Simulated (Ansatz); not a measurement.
1-ethyl-3-methylimidazolium tetrafluoroborate, `CCn1cc[n+](C)c1.F[B-](F)(F)F`, relaxed as a singlet with RKS PBE-D4/def2-SVP in Ansatz, starting from the GFN2-xTB geometry. Force threshold 0.03 eV/Å.

Start:

Cartesian coordinates in Å:
```
C 0.570 2.518 -1.904
C -0.372 1.391 -1.498
N 0.300 0.441 -0.645
C 1.199 -0.495 -1.051
C 1.582 -1.191 0.053
N 0.912 -0.667 1.114
C 0.929 -1.162 2.462
C 0.143 0.318 0.666
H 0.043 3.216 -2.547
H 1.431 2.131 -2.445
H 0.924 3.059 -1.029
H -1.238 1.774 -0.958
H -0.738 0.857 -2.377
H 1.481 -0.616 -2.076
H 2.250 -2.022 0.149
H -0.032 -1.637 2.672
H 1.072 -0.341 3.163
H 1.729 -1.889 2.573
H -0.557 0.872 1.261
F -3.491 -2.076 0.416
B -2.360 -1.331 0.479
F -2.001 -1.052 1.804
F -1.274 -1.993 -0.106
F -2.504 -0.106 -0.175
```

| step | energy (eV) | largest force component (eV/Å) | SCF passes |
| --- | --- | --- | --- |
| 1 | -20892.7087 | 1.271 | 20 |
| 2 | -20892.9197 | 0.519 | 21 |
| 3 | -20892.9650 | 0.170 | 21 |
| 4 | -20892.9818 | 0.116 | 21 |
| 5 | -20892.9864 | 0.165 | 21 |
| 6 | -20892.9977 | 0.069 | 20 |
| 7 | -20893.0126 | 0.235 | 19 |
| 8 | -20893.0226 | 0.206 | 20 |
| 9 | -20893.0377 | 0.190 | 20 |
| 10 | -20893.0440 | 0.199 | 20 |
| 11 | -20893.0487 | 0.231 | 20 |
| 12 | -20893.0555 | 0.173 | 21 |
| 13 | -20893.0603 | 0.132 | 21 |
| 14 | -20893.0644 | 0.066 | 21 |
| 15 | -20893.0661 | 0.036 | 21 |
| 16 | -20893.0674 | 0.059 | 20 |
| 17 | -20893.0682 | 0.042 | 20 |
| 18 | -20893.0687 | 0.051 | 21 |
| 19 | -20893.0690 | 0.023 | 22 |

Force components are those of the run's own axes.

End:

```xyz
24

C     0.2282    2.4597   -1.8975
C    -0.2849    1.0431   -1.6665
N     0.5518    0.2854   -0.7223
C     1.7316   -0.3866   -0.9925
C     2.0811   -1.0589    0.1553
N     1.0998   -0.7852    1.0970
C     0.9785   -1.3505    2.4387
C     0.1860    0.0296    0.5433
H    -0.4388    2.9812   -2.6114
H     1.2540    2.4707   -2.3199
H     0.2327    3.0410   -0.9538
H    -1.3040    1.0274   -1.2317
H    -0.3183    0.4558   -2.6055
H     2.2147   -0.3487   -1.9732
H     2.9276   -1.7173    0.3703
H    -0.1005   -1.3903    2.6829
H     1.5306   -0.7341    3.1747
H     1.3892   -2.3764    2.4342
H    -0.7525    0.3813    1.0013
F    -3.9909   -1.2348    0.5616
B    -2.6784   -0.8333    0.6095
F    -2.0569   -1.1887    1.8504
F    -1.9058   -1.3808   -0.4469
F    -2.5746    0.6105    0.5020
```

By distances, no bond broke or formed. The bond that changes most is B21–F24, from 1.40 to 1.45 Å (atoms count from 1). A close non-bonded pair moves further: H19–F24, from 2.61 to 1.90 Å.

No frequencies were taken in this run, so the end may be a saddle point.

Run time 75 s (4 threads of Arm Neoverse V1 on a shared host).
